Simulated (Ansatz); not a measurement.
The inner images of a band of AlBrF3H (6 atoms, charge 0, multiplicity 1) are given out of order.

These are results of RKS B3LYP/def2-SVP in Ansatz 0.2.0, not measurements.

Image 0:

```xyz
6
Properties=species:S:1:pos:R:3
Al 0.005 0.021 0.049
F 0.002 0.468 1.654
F 1.422 0.134 -0.799
F -1.427 0.050 -0.780
Br 0.087 -2.541 0.892
H 0.076 -1.890 2.172
```

Image 8:

```xyz
6
Properties=species:S:1:pos:R:3
Al 0.019 -0.479 -0.098
F 0.018 -0.019 1.823
F 1.428 0.212 -0.626
F -1.435 0.127 -0.605
Br 0.090 -2.689 0.523
H 0.046 -0.910 2.172
```

Problem. Put them in order from the first end to the last, with their energies above the first end.
A.
```xyz
6
Properties=species:S:1:pos:R:3
Al 0.011 -0.144 0.051
F 0.013 0.156 1.740
F 1.438 0.152 -0.728
F -1.442 0.070 -0.706
Br 0.087 -2.577 0.940
H 0.059 -1.415 1.892
```
B.
```xyz
6
Properties=species:S:1:pos:R:3
Al 0.018 -0.441 -0.078
F 0.018 -0.032 1.830
F 1.429 0.213 -0.645
F -1.435 0.129 -0.626
Br 0.088 -2.648 0.638
H 0.048 -0.977 2.070
```
C.
```xyz
6
Properties=species:S:1:pos:R:3
Al 0.013 -0.239 0.023
F 0.017 0.050 1.771
F 1.438 0.166 -0.708
F -1.443 0.083 -0.688
Br 0.086 -2.567 0.919
H 0.055 -1.251 1.872
```
D.
```xyz
6
Properties=species:S:1:pos:R:3
Al 0.006 -0.020 0.055
F 0.006 0.365 1.684
F 1.427 0.138 -0.777
F -1.432 0.053 -0.759
Br 0.088 -2.568 0.908
H 0.071 -1.726 2.078
```
E.
```xyz
6
Properties=species:S:1:pos:R:3
Al 0.017 -0.387 -0.047
F 0.019 -0.040 1.828
F 1.431 0.204 -0.668
F -1.437 0.121 -0.649
Br 0.087 -2.611 0.752
H 0.049 -1.044 1.973
```
F.
```xyz
6
Properties=species:S:1:pos:R:3
Al 0.008 -0.068 0.059
F 0.010 0.265 1.712
F 1.433 0.143 -0.751
F -1.438 0.058 -0.733
Br 0.088 -2.585 0.929
H 0.065 -1.570 1.973
```
G.
```xyz
6
Properties=species:S:1:pos:R:3
Al 0.015 -0.312 -0.009
F 0.019 -0.017 1.805
F 1.436 0.185 -0.690
F -1.441 0.102 -0.672
Br 0.086 -2.583 0.852
H 0.051 -1.133 1.903
```

Solution. D (+0.009 eV), F (+0.039 eV), A (+0.101 eV), C (+0.164 eV), G (+0.090 eV), E (-0.032 eV), B (-0.091 eV).

Time of the run: 5.6 min on 2 threads of Intel(R) Xeon(R) Platinum 8259CL CPU @ 2.50GHz (Skylake/Cascade Lake), on a shared host, peak memory 0.24 GiB.
